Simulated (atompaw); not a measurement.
**Pseudopotential generation for Pt (Z = 78): PAW (atompaw), PBE, scalar-relativistic.**

The input file (atompaw 4.2.0.5):

```
Pt 78
GGA-PBE scalarrelativistic loggrid 2001 logderivrange -6 5 276
6 6 5 4 0 0
6 1 0
5 2 8
0 0 0
c
c
c
c
c
v
c
c
c
v
v
c
c
v
c
2
1.75 1.50 1.60 1.35
y
3.9
n
n
y
-0.2
n
custom polynom vanderbiltortho sinc
3 0 vpsmatchnc
1.75
1.75
1.75
1.50
1.75
1.75
PWSCFOUT
UPFDX 0.0125d0 UPFXMIN -7.d0 UPFZMESH 78.d0
END
```

Command:

```bash
atompaw < Pt.input > Pt.log
```

Output (summary file):

```
Completed calculations for Pt (AE)

 Exchange-correlation type: GGA, Perdew-Burke-Ernzerhof

 Radial integration grid is logarithmic
 r0 =   8.7953405E-05 h =   6.8603656E-03   n =      2001 rmax =   8.0000000E+01

 Scalar relativistic calculation

 AEatom converged in  37 iterations
   nz     =  78.00
   delta  =       4.523985586347E-15

 All Electron Orbital energies:
  n  l      occupancy      energy
  1  0      2.0000000E+00 -5.7653840E+03
  2  0      2.0000000E+00 -1.0129838E+03
  3  0      2.0000000E+00 -2.3810339E+02
  4  0      2.0000000E+00 -5.1329549E+01
  5  0      2.0000000E+00 -7.6852252E+00
  6  0      2.0000000E+00 -4.7789949E-01
  2  1      6.0000000E+00 -8.7779035E+02
  3  1      6.0000000E+00 -1.9874107E+02
  4  1      6.0000000E+00 -3.8423965E+01
  5  1      6.0000000E+00 -4.3066100E+00
  6  1      0.0000000E+00 -8.5266596E-02
  3  2      1.0000000E+01 -1.5609960E+02
  4  2      1.0000000E+01 -2.2761634E+01
  5  2      8.0000000E+00 -5.9132663E-01
  4  3      1.4000000E+01 -5.3599367E+00

 Total energy
   Total                    :   -36826.95836461654108

 ---
 Completed calculations for Pt (SC)

 Exchange-correlation type: GGA, Perdew-Burke-Ernzerhof

 Radial integration grid is logarithmic
 r0 =   8.7953405E-05 h =   6.8603656E-03   n =      2001 rmax =   8.0000000E+01

 Scalar relativistic calculation

 SCatom converged in   7 iterations
   nz     =  78.00
   delta  =       1.060543073118E-15

 Valence Electron Orbital energies:
  n  l      occupancy      energy
   6  0      2.0000000E+00 -4.7789949E-01
   5  1      6.0000000E+00 -4.3066100E+00
   6  1      0.0000000E+00 -8.5266602E-02
   5  2      8.0000000E+00 -5.9132663E-01

 Total energy
   Total                    :   -36826.95836461304862
   Valence                  :     -857.65471389954723

 PAW parameters:
       lmax =            2
         rc =    1.7519928630350505
        irc =         1444
   rc_shape =    1.5065431143936074
    rc_vloc =    1.6024993171444299
    rc_core =    1.3499196551999486
   Vloc: VPS match (norm-conservation) with l= 3;e=   0.0000E+00
   Projector type: polynomial pseudization + Vanderbilt ortho.
   Sinc^2 compensation charge shape zeroed at   1.5065E+00

 Number of basis functions     6
 No.   n  nodes  l      Energy         Cp coeff         Occ
  1    6    5    0   -0.4778995E+00  0.2514496E+02  0.2000000E+01
  2  999    6    0    0.3900000E+01  0.3895708E+01  0.0000000E+00
  3    5    3    1   -0.4306610E+01 -0.1636067E+01  0.6000000E+01
  4    6    4    1   -0.8526660E-01 -0.1815429E+02  0.0000000E+00
  5    5    2    2   -0.5913266E+00  0.8388397E+02  0.8000000E+01
  6  999    3    2   -0.2000000E+00  0.9607748E+02  0.0000000E+00

 Eigenvalues of overlap operator (in the basis of projectors):
    1        2.13406090E+00
    2        3.66197656E+00
    3        4.14111157E+00
    4        1.56448194E+01
    5        1.08094235E+02
    6        4.29365443E+04

 Orbital leakage outside PAW augmentation regions
   orb  is_core?  %out_of_sphere
   1 0    T           0.00
   2 0    T           0.00
   3 0    T          -0.00
   4 0    T           0.00
   5 0    T           1.60
   6 0    F          88.32
   2 1    T           0.00
   3 1    T          -0.00
   4 1    T           0.00
   5 1    F           5.82
   6 1    F          97.65
   3 2    T           0.00
   4 2    T           0.00
   5 2    F          35.37
   4 3    T           0.10

 Summary of PAW energies
   Total valence energy     :   -857.65474663590430
   Smooth energy            :     95.90515566384964
   One center               :   -953.55990229975396
   Smooth kinetic           :     57.30933161705984
   Vloc energy              :    -11.23692745485819
   Smooth exch-corr         :    -22.81478336244913
   One-center xc            :   -685.23028036188418
```

Note: ghost states, extra bound levels that the all-electron valence spectrum of the same l lacks: s at -760.6 eV, s at -104.9 eV. A true bound ghost makes a file unfit for plane-wave use.

The run took about 24 s on one core of a shared server CPU.
